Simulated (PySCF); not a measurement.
C4H6OSi, SMILES O=C1CC=C[SiH2]1. Geometry optimised at r2SCAN-D4/def2-SVP. This is a generated structure with no PubChem entry under its InChIKey; it may be hypothetical. Other conformers were not sampled.

**Question.** Give the equilibrium geometry at r2SCAN-D4/def2-SVP (PySCF confirms it by a frequency run) as bond lengths and angles, and its point group. (The exact figures need the calculation; the answer reports its results.)

**Answer.** One answer among several that fit: point group Cs.
Atoms: O1 C2 C3 C4 C5 Si6 H7 H8 H9 H10 H11 H12. Bond lengths (Å): O1–C2 1.209, C2–C3 1.538, C2–Si6 1.957, C3–C4 1.502, C3–H7 1.107, C3–H8 1.107, C4–C5 1.353, C4–H9 1.099, C5–Si6 1.864, C5–H10 1.095, Si6–H11 1.494, Si6–H12 1.494. Bond angles (°): O1–C2–C3 123.1, O1–C2–Si6 129.6, C3–C2–Si6 107.2, C2–C3–C4 109.8, C2–C3–H7 108.8, C2–C3–H8 108.8, C4–C3–H7 112.2, C4–C3–H8 112.2, H7–C3–H8 104.9, C3–C4–C5 120.7, C3–C4–H9 117.8, C5–C4–H9 121.4, C4–C5–Si6 111.0, C4–C5–H10 119.9, Si6–C5–H10 129.1, C2–Si6–C5 91.2, C2–Si6–H11 112.5, C2–Si6–H12 112.5, C5–Si6–H11 115.5, C5–Si6–H12 115.5, H11–Si6–H12 108.8.
